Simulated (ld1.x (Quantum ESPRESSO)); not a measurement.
Transferability test, TM potential for nickel (Ni)

Ni (Z = 28), norm-conserving Troullier–Martins (Kleinman–Bylander form), made with ld1.x (Quantum ESPRESSO) 7.5 (PBE, fully relativistic). Core [Ar], reference 3d8 4s0 4p0 (charge +2). Waves: 4p (bound, empty): rc 2.50 bohr; 3d (bound): rc 1.10 bohr; 4s (bound, empty): rc 1.95 bohr. Local part: the s channel. Core correction: none.

Open shells are filled in proportion to 2j + 1 (rel_dist='average').

Energies are relative to the spin-unpolarised reference configuration 3d8 4s0 4p0; without spin polarisation the order of configurations can differ from experiment. Not all tests gave a result: 3 of 7 tests not solved or not reliable. Left out of the table: 3d7 4s0 4p0 (solver errors, printed error -471 meV); 3d9 4s0 4p0 (solver errors, printed error -229 meV); 3d8 4s0 4p2 (solver errors, printed error +49 meV). The frozen-core shift is the all-electron ΔE with the core orbitals held at their reference shape minus the fully relaxed ΔE.

| valence configuration | charge | ΔE all-electron (eV) | error AE − PS (meV) | frozen-core shift (meV) |
| --- | --- | --- | --- | --- |
| 3d8 4s1 4p0 | +1 | -17.351 | +48 | +2.3 |
| 3d9 4s1 4p0 | 0 | -28.269 | -47 | +54 |

Task: What are ΔE and the potential's error for 3d8 4s2 4p0?

Result: ΔE = -26.674 eV all-electron; the error (AE − PS) is +119 meV.

Task: What are ΔE and the potential's error for 3d8 4s1 4p1?

Result: ΔE = -22.079 eV all-electron; the error (AE − PS) is +79 meV.

Levels in the configuration 3d8 4s1 4p0:

```
   level  all-electron (eV)  pseudo (eV)
3d j=3/2            -18.068      -18.197
3d j=5/2            -17.827      -17.956
4s j=1/2            -13.183      -13.258
```
